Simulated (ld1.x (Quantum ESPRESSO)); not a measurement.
## H (Z = 1): variants of one TM potential

Base potential:

ld1.x (Quantum ESPRESSO) 7.5 input, shortened:

```
&input
   title='H', zed=1., rel=1, dft='PBESOL', iswitch=3,
   config='1s1 2p-2'
 /
 &inputp
   pseudotype=2, tm=.true., lloc=0,
   nlcc=.false.
 /
2
2P  2  1  -2.00  -0.10  1.00  1.00  0.0
1S  1  0   1.00   0.00  1.15  1.15  0.0
 &test
   configts(1)='1s1'
 /
```

All-electron outer shells of the reference configuration (PBEsol, scalar-relativistic, ld1.x):

```csv
shell,level (eV),outermost node (bohr),outermost maximum (bohr)
1s,-6.33,–,1.05
```

Cutoffs, loose and tight: the cutoffs (Ry, on a coarse ladder) from which the occupation-weighted sum of valence levels, in a spherical-Bessel basis at the reference potential, stays within 10 and 1 mRy of its value at 400 Ry. They do not see the model core or the augmentation charge, which bear on the density cutoff. Test errors are all-electron minus pseudo excitation energies from the reference, over the configurations 1s0.5. A dash means not determined; rows that change the core or the reference have their own tests.

| change | outcome | cutoff, loose | cutoff, tight | bound ghosts |
| --- | --- | --- | --- | --- |
| base | generated | 21 Ry | 40 Ry | none |
| wave 1s (bound): rc 1.15 bohr becomes 1s (bound): rc 0.80 bohr | generated | 30 Ry | 60 Ry | none |
| wave 1s (bound): rc 1.15 bohr becomes 1s (bound): rc 1.02 bohr | generated | 25 Ry | 45 Ry | none |
| wave 1s (bound): rc 1.15 bohr becomes 1s (bound): rc 1.20 bohr | generated | 21 Ry | 40 Ry | none |
| wave 1s (bound): rc 1.15 bohr becomes 1s (bound): rc 1.34 bohr | generated | 18 Ry | 30 Ry | none |
| wave 1s (bound): rc 1.15 bohr becomes 1s (bound): rc 1.54 bohr | generated | 18 Ry | 30 Ry | none |
| wave 1s (bound): rc 1.15 bohr becomes 1s (bound): rc 1.70 bohr | generated | 15 Ry | 21 Ry | none |

Reading the sweep of the s radius (base included, trends over the rows without a ghost): The loose cutoff falls from 30 Ry at 0.8 to 15 Ry at 1.7 bohr. A larger radius leaves more room for a smooth pseudo-wave, so fewer plane waves are needed; a smaller one forces it to follow the all-electron wave where it bends sharply.
